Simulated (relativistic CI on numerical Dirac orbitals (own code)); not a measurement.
**Line list: Forbidden lines, Ta XLVIII**

These numbers are calculated, not measured: Dirac-Coulomb-Breit CI, orbitals from a KLI potential per configuration, QED by a radiative potential, unscaled Slater integrals (own radial code, finite nucleus).

CI space (outside the closed core [Ne]): 3s2 3p6 3d8, 3s2 3p5 3d9, 3s2 3p4 3d10, 3s 3p6 3d9, 3p6 3d10, 3s 3p5 3d10, 3s2 3p6 3d7 4s, 3s2 3p6 3d7 4p, 3s2 3p4 3d9 4s, 3s2 3p6 3d7 4d, 3s2 3p4 3d9 4p, 3s2 3p5 3d8 4s, 3s2 3p6 3d7 4f, 3s2 3p4 3d9 4d, 3s 3p5 3d9 4s, 3s2 3p5 3d8 4p. Levels of other configurations are missing.

| λ vac (nm) | Lower | Upper | Type | A (s⁻¹) | log gf |
| --- | --- | --- | --- | --- | --- |
| 0.73855 | 3s2 3p6 3d8 3F_4 [1] | 3s2 3p6 3d7 4s 1H_5 [51] | E2 | 6.16e+08 | -4.26 |
| 0.73936 | 3s2 3p6 3d8 3F_4 [1] | 3s2 3p6 3d7 4s 3H_6 [49] | E2 | 5.23e+09 | -3.25 |
| 0.73955 | 3s2 3p6 3d8 3F_4 [1] | 3s2 3p6 3d7 4s 3P_2 [48] | E2 | 5.32e+09 | -3.66 |
| 0.74109 | 3s2 3p6 3d8 3F_4 [1] | 3s2 3p6 3d7 4s 5P_3 [46] | E2 | 1.93e+09 | -3.95 |
| 0.74218 | 3s2 3p6 3d8 3F_4 [1] | 3s2 3p6 3d7 4s 3H_4 [43] | E2 | 1.66e+09 | -3.91 |
| 0.74304 | 3s2 3p6 3d8 1D_2 [2] | 3s2 3p6 3d7 4s 3P_0 [50] | E2 | 3.87e+09 | -4.49 |
| 0.74309 | 3s2 3p6 3d8 3F_4 [1] | 3s2 3p6 3d7 4s 5F_5 [42] | E2 | 4.06e+09 | -3.43 |
| 0.74374 | 3s2 3p6 3d8 1D_2 [2] | 3s2 3p6 3d7 4s 3P_1 [47] | E2 | 4.20e+09 | -3.98 |
| 0.74530 | 3s2 3p6 3d8 3F_4 [1] | 3s2 3p6 3d7 4s 3F_3 [40] | E2 | 2.01e+09 | -3.93 |
| 0.74542 | 3s2 3p6 3d8 1D_2 [2] | 3s2 3p6 3d7 4s 5P_2 [45] | E2 | 2.92e+09 | -3.92 |
| 0.74630 | 3s2 3p6 3d8 3F_4 [1] | 3s2 3p6 3d7 4s 5F_4 [39] | E2 | 2.13e+09 | -3.80 |
| 0.75030 | 3s2 3p6 3d8 1D_2 [2] | 3s2 3p6 3d7 4s 5F_4 [39] | E2 | 1.05e+09 | -4.10 |
| 0.75409 | 3s2 3p6 3d8 3P_0 [3] | 3s2 3p6 3d7 4s 5P_2 [45] | E2 | 7.53e+08 | -4.49 |
| 0.76439 | 3s2 3p6 3d8 3F_4 [1] | 3s2 3p6 3d7 4s 1D_2 [38] | E2 | 3.07e+09 | -3.87 |
| 0.76540 | 3s2 3p6 3d8 3F_4 [1] | 3s2 3p6 3d7 4s 3D_3 [37] | E2 | 4.66e+09 | -3.54 |
| 0.76634 | 3s2 3p6 3d8 3F_3 [4] | 3s2 3p6 3d7 4s 1H_5 [51] | E2 | 2.33e+09 | -3.65 |
| 0.76771 | 3s2 3p6 3d8 3F_3 [4] | 3s2 3p6 3d7 4s 3P_1 [47] | E2 | 4.53e+09 | -3.92 |
| 0.76832 | 3s2 3p6 3d8 3F_4 [1] | 3s2 3p6 3d7 4s 3P_2 [35] | E2 | 3.85e+09 | -3.77 |
| 0.76859 | 3s2 3p6 3d8 1D_2 [2] | 3s2 3p6 3d7 4s 1D_2 [38] | E2 | 5.08e+09 | -3.65 |
| 0.76908 | 3s2 3p6 3d8 3F_3 [4] | 3s2 3p6 3d7 4s 5P_3 [46] | E2 | 1.21e+09 | -4.12 |
| 0.76950 | 3s2 3p6 3d8 3F_3 [4] | 3s2 3p6 3d7 4s 5P_2 [45] | E2 | 4.04e+09 | -3.75 |
| 0.76959 | 3s2 3p6 3d8 3F_3 [4] | 3s2 3p6 3d7 4s 5F_1 [44] | E2 | 1.83e+09 | -4.31 |
| 0.77025 | 3s2 3p6 3d8 3F_3 [4] | 3s2 3p6 3d7 4s 3H_4 [43] | E2 | 5.47e+09 | -3.36 |
| 0.77123 | 3s2 3p6 3d8 3F_3 [4] | 3s2 3p6 3d7 4s 5F_5 [42] | E2 | 5.24e+08 | -4.29 |
| 0.77139 | 3s2 3p6 3d8 3P_2 [5] | 3s2 3p6 3d7 4s 3P_0 [50] | E2 | 9.61e+09 | -4.07 |
| 0.77186 | 3s2 3p6 3d8 3P_2 [5] | 3s2 3p6 3d7 4s 3P_2 [48] | E2 | 6.12e+09 | -3.56 |
| 0.77191 | 3s2 3p6 3d8 1D_2 [2] | 3s2 3p6 3d7 4s 1P_1 [36] | E2 | 1.09e+10 | -3.53 |
| 0.77256 | 3s2 3p6 3d8 1D_2 [2] | 3s2 3p6 3d7 4s 3P_2 [35] | E2 | 2.45e+09 | -3.96 |
| 0.77323 | 3s2 3p6 3d8 3F_4 [1] | 3s2 3p6 3d7 4s 3F_4 [34] | E2 | 1.10e+10 | -3.05 |
| 0.77347 | 3s2 3p6 3d8 1G_4 [7] | 3s2 3p6 3d7 4s 1H_5 [51] | E2 | 9.20e+09 | -3.04 |
| 0.77354 | 3s2 3p6 3d8 3P_2 [5] | 3s2 3p6 3d7 4s 5P_3 [46] | E2 | 1.13e+09 | -4.15 |
| 0.77362 | 3s2 3p6 3d8 3F_3 [4] | 3s2 3p6 3d7 4s 3F_3 [40] | E2 | 6.42e+09 | -3.39 |
| 0.77405 | 3s2 3p6 3d8 3P_2 [5] | 3s2 3p6 3d7 4s 5F_1 [44] | E2 | 1.39e+09 | -4.43 |
| 0.77436 | 3s2 3p6 3d8 3P_1 [6] | 3s2 3p6 3d7 4s 3P_2 [48] | E2 | 4.39e+09 | -3.71 |
| 0.77437 | 3s2 3p6 3d8 1G_4 [7] | 3s2 3p6 3d7 4s 3H_6 [49] | E2 | 7.44e+08 | -4.06 |
| 0.77469 | 3s2 3p6 3d8 3F_3 [4] | 3s2 3p6 3d7 4s 5F_4 [39] | E2 | 1.01e+09 | -4.09 |
| 0.77472 | 3s2 3p6 3d8 3P_2 [5] | 3s2 3p6 3d7 4s 3H_4 [43] | E2 | 3.00e+09 | -3.61 |
| 0.77496 | 3s2 3p6 3d8 3F_4 [1] | 3s2 3p6 3d7 4s 5F_5 [33] | E2 | 2.48e+09 | -3.61 |
| 0.77657 | 3s2 3p6 3d8 3P_1 [6] | 3s2 3p6 3d7 4s 5F_1 [44] | E2 | 1.74e+09 | -4.33 |
| 0.77745 | 3s2 3p6 3d8 1G_4 [7] | 3s2 3p6 3d7 4s 3H_4 [43] | E2 | 2.23e+09 | -3.74 |
| 0.77752 | 3s2 3p6 3d8 1D_2 [2] | 3s2 3p6 3d7 4s 3F_4 [34] | E2 | 3.71e+09 | -3.52 |
| 0.77780 | 3s2 3p6 3d8 3P_0 [3] | 3s2 3p6 3d7 4s 1D_2 [38] | E2 | 4.12e+09 | -3.73 |
| 0.77813 | 3s2 3p6 3d8 3P_2 [5] | 3s2 3p6 3d7 4s 3F_3 [40] | E2 | 8.34e+08 | -4.28 |
| 0.77845 | 3s2 3p6 3d8 1G_4 [7] | 3s2 3p6 3d7 4s 5F_5 [42] | E2 | 4.93e+08 | -4.31 |
| 0.78068 | 3s2 3p6 3d8 3P_1 [6] | 3s2 3p6 3d7 4s 3F_3 [40] | E2 | 1.72e+09 | -3.96 |

Terms are leading LS components. Brackets give the number of a level in order of energy, since labels repeat. The list gives strong lines, with weight on those to low levels, among the lowest 200 of 1397 levels, so that lines to higher ones, which can be the strongest, are missing. Levels whose partners in the same complex of configurations lie outside the list can be far off, and so can their lines. Rates are taken at the computed energies, electric ones in the length gauge.

At this charge energies of transitions that change n are usually good to better than 1 %, and those within a shell (Δn = 0) to a few per cent.

LS names give the leading component of a level, which can be under half, so a name can repeat, a term be missing and a line seem to break the LS rules.
